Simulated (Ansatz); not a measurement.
A nudged elastic band was laid between two geometries of AlH3O3 + H3P (11 atoms, charge 0, multiplicity 1).

Method: RHF/def2-SVP (Ansatz).

```
movable images  : 5
climbing image  : yes
spring          : 5.0 eV/Å²
optimiser       : quadratic models (default)
start path      : through a guess of the saddle point
force threshold : 0.05 eV/Å
iteration limit : 60
end points      : relaxed
```

Image 0:

```xyz
11
Properties=species:S:1:pos:R:3
Al 0.293 -1.159 0.037
O 1.577 -0.883 -1.014
O 0.530 -1.054 1.699
O -1.219 -1.575 -0.572
H 0.431 2.060 -0.829
P -0.641 2.600 -0.083
H 1.597 -0.932 -1.953
H 1.318 -0.862 2.176
H -2.010 -1.782 -0.108
H -1.583 1.625 -0.481
H -0.293 1.962 1.129
```

Image 6:

```xyz
11
Properties=species:S:1:pos:R:3
Al -0.026 -0.325 0.209
O 1.360 -0.298 -1.224
O 0.705 -0.995 1.592
O -0.946 -1.399 -0.772
H 1.555 0.526 -1.654
P -0.585 1.983 0.185
H 1.068 -0.930 -1.875
H 0.997 -0.600 2.393
H -1.564 -2.046 -0.481
H -1.985 1.847 0.050
H -0.579 2.235 1.576
```

Problem. Which bonds break or form, and what moves?

Solution. Bonds broken: H5–P6. Bonds formed: Al1–P6, O2–H5. AlH3O3 + H3P becomes AlH6O3P.

Problem. What energy profile does the band end with?

Solution. The run converged. The highest image is number 3 of 0 to 6, 1.64 eV above the first end and 1.50 eV above the last; the last end lies 0.15 eV above the first. Neighbouring images differ by up to 1.3 eV, so the band resolves the path poorly. A vibrational analysis at the climbing image gives one clearly imaginary mode, 1692i cm⁻¹: a first-order saddle point. The orbitals stay closed-shell, which can raise the energy where a bond breaks towards radicals; this wasn't checked here.

```json
{"image": "0", "path coordinate (Å)": "0.00", "energy (eV)": "0.00", "H5–P6 (Å)": "1.41", "Al1–P6 (Å)": "3.87", "O2–H5 (Å)": "3.16"}
{"image": "1", "path coordinate (Å)": "0.65", "energy (eV)": "0.03", "H5–P6 (Å)": "1.41", "Al1–P6 (Å)": "3.62", "O2–H5 (Å)": "2.59"}
{"image": "2", "path coordinate (Å)": "1.31", "energy (eV)": "0.36", "H5–P6 (Å)": "1.43", "Al1–P6 (Å)": "3.15", "O2–H5 (Å)": "1.96"}
{"image": "3", "path coordinate (Å)": "1.96", "energy (eV)": "1.64", "H5–P6 (Å)": "1.74", "Al1–P6 (Å)": "2.72", "O2–H5 (Å)": "1.24"}
{"image": "4", "path coordinate (Å)": "2.59", "energy (eV)": "0.65", "H5–P6 (Å)": "2.19", "Al1–P6 (Å)": "2.44", "O2–H5 (Å)": "0.97"}
{"image": "5", "path coordinate (Å)": "3.22", "energy (eV)": "0.22", "H5–P6 (Å)": "2.70", "Al1–P6 (Å)": "2.38", "O2–H5 (Å)": "0.95"}
{"image": "6", "path coordinate (Å)": "3.85", "energy (eV)": "0.15", "H5–P6 (Å)": "3.18", "Al1–P6 (Å)": "2.37", "O2–H5 (Å)": "0.95"}
```

Problem. What is the geometry of the highest image?

Solution. 
```xyz
11
Properties=species:S:1:pos:R:3:forces:R:3
Al 0.026 -0.619 0.123 0.01 0.00 0.00
O 1.333 -0.223 -1.061 0.00 0.00 0.00
O 0.449 -0.981 1.711 0.00 -0.01 0.01
O -1.233 -1.444 -0.641 0.00 0.01 0.01
H 0.779 0.877 -0.925 0.00 0.01 0.00
P -0.288 2.062 -0.231 0.01 0.00 -0.01
H 1.426 -0.597 -1.928 0.00 0.00 0.00
H 1.126 -0.694 2.294 0.00 0.01 0.00
H -1.911 -1.969 -0.252 0.00 0.00 -0.01
H -1.604 1.553 -0.259 0.00 0.00 0.01
H -0.103 2.037 1.168 0.00 0.00 0.00
```

The band took 31 iterations and roughly 6 core-minutes.

The run took 3.3 min on 2 threads of Arm Neoverse V1 (shared host), peak memory 0.22 GiB.
